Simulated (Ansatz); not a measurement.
A structure relaxed at r2SCAN/def2-SVP in Ansatz, charge 1, singlet:

Cartesian coordinates in Å:
```
Na -0.365 -1.653 -0.011
Na 2.511 -0.862 1.584
Na -0.808 -1.613 3.348
Na 2.050 -0.737 -2.194
Na -1.613 -1.402 -3.143
Na -0.707 1.799 -1.602
Na 2.481 2.506 -0.212
Na -0.290 1.687 1.836
Na -3.258 0.274 0.393
```

(1) Give its formula and point group.

(2) Summarise the bond lengths by kind (pairs closer than 1.2 times the sum of covalent radii, bridged metal pairs left out).

Answers

(1) Na₉⁺. Point group Cs (tolerance 0.1 Å).

(2) 21 × Na–Na 3.38 to 3.84 Å.

The restricted singlet is unstable towards broken spin symmetry in Hartree–Fock (as tested in another run); at r2SCAN/def2-SVP this wasn't settled. Another isomer (singlet) lies 0.03 eV lower at PBE0/def2-TZVP; other spin states weren't run for this one.
